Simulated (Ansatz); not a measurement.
Basis sets compared for the cluster AgGe5⁺. Total charge 1; singlet. Geometry PBE-D4/def2-SVP. Ansatz on 4 threads of Arm Neoverse V1 on a shared host; times are rough, and most runs start from earlier orbitals.

```xyz
6

Ag    0.276    0.586   -2.120
Ge    1.584    0.036    0.612
Ge    0.265   -1.665   -0.793
Ge   -0.279   -0.576    2.081
Ge   -0.169    1.851    0.122
Ge   -1.678   -0.233    0.098
```

In the def2 sets Ag takes a core potential; there is no spin–orbit coupling. The restricted singlet is unstable towards broken spin symmetry in Hartree–Fock (as tested in another run); at PBE-D4/def2-SVP, PBE0-D4/def2-SVP, PBE0-D4/def2-TZVP this wasn't settled. No other spin state of charge 1 was run. The structure comes from a short search, and lower isomers may exist.

```
           level  functions  energy (Eh)  HOMO (eV)  LUMO (eV)  wall time
 PBE-D4/def2-SVP        191  -10529.0424     -10.14      -8.23        4 s
PBE0-D4/def2-SVP        191  -10529.2539     -10.87      -7.65      9.5 s
```

**Question.** Estimate the rows for PBE-D4/def2-TZVP (with forces), PBE0-D4/def2-TZVP.

**Answer.** 
| level | functions | energy (Eh) | HOMO (eV) | LUMO (eV) | wall time |
| --- | --- | --- | --- | --- | --- |
| PBE-D4/def2-TZVP (with forces) | 280 | -10530.3916 | -10.06 | -8.15 | 9 s |
| PBE0-D4/def2-TZVP | 280 | -10530.6005 | -10.78 | -7.55 | 21 s |
